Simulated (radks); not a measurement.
Values are calculated unless marked as measured or tabulated.
How relativity changes the ionisation of the mercury ion Hg3+ ([Xe] 4f14 5d9) to Hg4+ ([Xe] 4f14 5d8). Spin-unpolarised spherical Kohn-Sham, PBEsol, point nucleus unless stated (finite: rms radius 5.4648 fm), a radial shooting solver on a logarithmic mesh with Libxc functionals. A level marked "c x" has the speed of light scaled by that factor and shares open shells by 2j + 1; other Dirac levels either fill j = l - 1/2 first or share by 2j + 1.

level                               E(Hg3+) (hartree)  E(Hg4+) (hartree)  IE (eV)   HOMO  <r> HOMO (bohr)
non-rel.                                  -18406.0657        -18404.1936   50.942     5d            1.367
scalar-rel.                               -19614.9478        -19613.1183   49.783     5d            1.385
scalar-rel., finite nucleus               -19610.2168        -19608.3872   49.785     5d            1.385
Dirac, 2j+1 shares                        -19654.3609        -19652.5319   49.769  5d5/2            1.404
Dirac, low j first                        -19654.3914        -19652.5974   48.816  5d5/2            1.405
Dirac, 2j+1 shares, finite nucleus        -19649.5732        -19647.7442   49.771  5d5/2            1.404
Dirac, c x 0.75                           -21116.4669        -21114.6683   48.943  5d5/2            1.439
Dirac, c x 1.25                           -19149.0199        -19147.1758   50.179  5d5/2            1.390
Dirac, c x 100                            -18406.1696        -18404.2976   50.942  5d5/2            1.367

NIST Atomic Spectra Database: 48.6 eV (measured). The relativistic part of the total energy of Hg3+ is -1244 hartree (Dirac, 2j+1 shares, finite nucleus), 6.8 % of the non-relativistic value. Spin polarisation and multiplet splitting of open shells are left out at every level.

Beside tabulated values, note that relativity, absent from the non-relativistic runs, is large for the heavy elements, and spin-unpolarised runs miss the spin-polarisation part of the exchange energy of open shells.
